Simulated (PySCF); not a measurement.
Input of a response calculation (the driver script's job line, then coordinates in Å):

```
{"job": {"kind": "uv", "xc": "CAM-B3LYP", "basis": "def2-SVPD", "ip": true, "nstates": 10}, "charge": 0, "multiplicity": 1}
Sn    -0.524355     1.345220     0.586669
F     -2.110008     1.643731     1.622569
F      0.221118     3.108928     0.482073
S     -0.946091     0.275618    -1.536158
Sn     0.562602    -1.366819    -0.610079
F      2.141253    -1.678356    -1.652236
F     -0.198573    -3.122126    -0.484859
S      0.992284    -0.291845     1.508302
```

Method used: TDDFT CAM-B3LYP/def2-SVPD, vertical, gas phase, core orbitals frozen in the response, def2 core potentials past Kr in PySCF. Job line and output are in the format of a driver script around the code.

Q: What does the script print for it?

A: 
```
coarse grid: 49888 points
cycle   1  E = -1621.5922599915  dE = -4.438e+01  |g| = 3.337e+00  |ddm| = 1.508e+01
cycle   2  E = -1621.8781651560  dE = -2.859e-01  |g| = 3.111e+00  |ddm| = 1.375e+01
cycle   3  E = -1623.9170101762  dE = -2.039e+00  |g| = 2.715e-01  |ddm| = 4.012e+00
cycle   4  E = -1623.9308010193  dE = -1.379e-02  |g| = 1.907e-01  |ddm| = 5.693e-01
cycle   5  E = -1623.9373573087  dE = -6.556e-03  |g| = 5.794e-02  |ddm| = 1.680e-01
cycle   6  E = -1623.9380131432  dE = -6.558e-04  |g| = 7.319e-03  |ddm| = 5.897e-02
cycle   7  E = -1623.9380372380  dE = -2.409e-05  |g| = 1.600e-03  |ddm| = 1.775e-02
cycle   8  E = -1623.9380383984  dE = -1.160e-06  |g| = 5.486e-04  |ddm| = 3.930e-03
final grid: 98000 points
cycle   9  E = -1623.9378380803  dE = -3.681e-07  |g| = 7.451e-04  |ddm| = 2.900e-03
cycle  10  E = -1623.9378380010  dE =  7.932e-08  |g| = 1.078e-03  |ddm| = 1.587e-03
cycle  11  E = -1623.9378382027  dE = -2.017e-07  |g| = 7.201e-05  |ddm| = 7.859e-04
cycle  12  E = -1623.9378382048  dE = -2.077e-09  |g| = 2.111e-05  |ddm| = 1.444e-04
cycle  13  E = -1623.9378382053  dE = -5.134e-10  |g| = 9.976e-06  |ddm| = 1.042e-04
converged SCF energy = -1623.9378382053

Static polarisability (au): isotropic 106.547, principal 84.883 111.574 123.184

Singlet excitations
state   eV       nm        f      main configurations
  1   4.1046    302.1   0.00000   H->L+1 0.98
  2   4.1250    300.6   0.00000   H->L 0.97
  3   4.7361    261.8   0.00004   H-2->L+1 0.91
  4   4.7440    261.3   0.03260   H-2->L 0.92
  5   4.8143    257.5   0.00000   H-1->L+1 0.94
  6   5.1055    242.8   0.06938   H-1->L 0.90
  7   5.7245    216.6   0.00000   H-3->L 0.96
  8   6.3233    196.1   0.05573   H-3->L+1 0.67, H->L+3 0.25
  9   6.8675    180.5   0.00557   H->L+2 0.91
 10   6.9243    179.1   0.36226   H-4->L 0.87

Triplet excitations (Tamm-Dancoff, eV): 3.7498 3.7501 4.2466 4.2555
Vertical ionisation energy (delta-SCF) = 11.1061 eV
Vertical electron affinity (delta-SCF) = 2.2372 eV
```

Geometry: PBE0-D3(BJ)/def2-SVP, one conformer, isolated molecule. Atoms past krypton carry effective core potentials; spin–orbit coupling is left out.

The SCF starts on a coarse grid; the energy jumps when the final grid takes over, and dE counts afresh there. H and L stand for HOMO and LUMO.

All these states lie below the vertical ionisation energy of 11.11 eV (ΔSCF).
